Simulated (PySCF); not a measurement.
Does the answer move with the share of exact exchange?

Species: C₂H₆Cl₂OSi.
SMILES: `CO[Si@H](Cl)CCl`

Torsions of this conformer, `[CH3:1][O:2][Si@H:3]([Cl:4])[CH2:5][Cl:6]`: C1–O2–Si3–Cl4 -66°, O2–Si3–C5–Cl6 -71°.

PySCF, def2-SVPD basis, density fitting, gas phase, PBE0-D3(BJ)/def2-SVP geometry; singlet excitations by full TDDFT with frozen cores, triplets by Tamm–Dancoff TDDFT and ionisation energies by ΔSCF, from the lowest of the holes tried. One functional is left out:

```json
{"functional": "LDA", "exact exchange (%)": "0", "HOMO energy (eV)": "-7.08", "LUMO energy (eV)": "-1.33", "lowest singlet excitation (eV)": "5.96", "lowest triplet excitation (eV)": "5.57", "dipole moment (D)": "0.956", "mean polarisability (au)": "86.8", "vertical ionisation energy (eV)": "10.11"}
{"functional": "PBE", "exact exchange (%)": "0", "HOMO energy (eV)": "-6.99", "LUMO energy (eV)": "-1.14", "lowest singlet excitation (eV)": "6.04", "lowest triplet excitation (eV)": "5.58", "dipole moment (D)": "0.940", "mean polarisability (au)": "85.8", "vertical ionisation energy (eV)": "9.65"}
{"functional": "B3LYP", "exact exchange (%)": "20", "HOMO energy (eV)": "-8.11", "LUMO energy (eV)": "-0.40", "lowest singlet excitation (eV)": "6.58", "lowest triplet excitation (eV)": "5.94", "dipole moment (D)": "1.011", "mean polarisability (au)": "82.7", "vertical ionisation energy (eV)": "10.17"}
{"functional": "BHandHLYP", "exact exchange (%)": "50", "HOMO energy (eV)": "-9.60", "LUMO energy (eV)": "0.72", "lowest singlet excitation (eV)": "7.07", "lowest triplet excitation (eV)": "6.33", "dipole moment (D)": "1.074", "mean polarisability (au)": "79.1", "vertical ionisation energy (eV)": "10.68"}
```

Predict the row of PBE0 (25 % exact exchange) by straight lines through the other rows, and check it.

| property | line | computed | computed − line | B3LYP (20 %), for comparison |
| --- | --- | --- | --- | --- |
| HOMO energy (eV) | -8.33 | -8.36 | -0.03 | -8.11 |
| LUMO energy (eV) | -0.24 | -0.16 | +0.08 | -0.40 |
| lowest singlet excitation (eV) | 6.57 | 6.70 | +0.13 | 6.58 |
| lowest triplet excitation (eV) | 5.97 | 5.99 | +0.02 | 5.94 |
| dipole moment (D) | 1.014 | 0.989 | -0.025 | 1.011 |
| mean polarisability (au) | 82.5 | 81.8 | -0.7 | 82.7 |
| vertical ionisation energy (eV) | 10.27 | 10.25 | -0.02 | 10.17 |

Which of these properties follows the share of exact exchange most closely, and which least?

Most closely the HOMO energy, least the vertical ionisation energy; the correlations over the tabulated rows are HOMO energy -0.999, lowest triplet excitation 0.996, LUMO energy 0.996, dipole moment 0.989, mean polarisability -0.988, lowest singlet excitation 0.987, vertical ionisation energy 0.895. The HOMO energy moves by -0.514 eV for every 10 %. Functionals with the same share still differ in their other parts: at 0 % LDA and PBE differ by 0.09 eV in it.
